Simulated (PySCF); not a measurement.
**Computed properties of Sn(H)(OH)2(NH2) (H5NO2Sn), SMILES [NH2][SnH]([OH])[OH]**

Sn(H)(OH)2(NH2) (H5NO2Sn), SMILES [OH][SnH]([NH2])[OH]. Geometry optimised at B3LYP-D3(BJ)/def2-SVP. The structure was generated by enumeration; whether it is a known compound was not checked. The def2 effective core potentials stand for the cores of Sn; spin–orbit coupling is left out. The values are those of a single conformer. All values are computed for the isolated molecule unless a solvent is named; none is compared with measurement here.

**Structure.** All 21 harmonic modes at B3LYP-D3(BJ)/def2-SVP (PySCF) are real, so it is a minimum. With heavy atoms numbered as in [SnH:1]([NH2:2])([OH:3])[OH:4], the shortest bond between them is Sn1–O4 at 1.991 Å and the longest Sn1–N2 at 2.037 Å.

**Vibrations.** The strongest infrared lines (harmonic, unscaled, degenerate partners summed) lie at 538 cm⁻¹ (160 km/mol, H 86 %, N 9 %), 1917 cm⁻¹ (149 km/mol, H 99 %), 288 cm⁻¹ (136 km/mol, H 82 %, O 15 %). The softest mode is at 94 cm⁻¹ and the zero-point energy is 36.2 kcal/mol.

**Electronic structure.** r2SCAN/def2-TZVP (PySCF) places the frontier levels at -6.62 and -1.38 eV, a gap of 5.24 eV, and gives a dipole moment of 1.34 D and a mean polarisability of 53.2 bohr³. PBE/def2-TZVP (PySCF) at the same geometry gives -6.30 and -1.71 eV, so its gap is 0.65 eV narrower. An orbital gap is neither the optical nor the fundamental gap.

**Excitations.** TDDFT-ωB97X/def2-SVPD (PySCF) has S1 at 6.30 eV (197 nm, f = 0.088, bright); the most intense of the 10 singlets computed lies at 7.85 eV (f = 0.18). T1 (TDA) is at 5.65 eV. TDDFT-PBE/def2-SVPD (PySCF) puts S1 at 4.83 eV. No vertical singlet excitation falls in the visible range (under 3.1 eV).
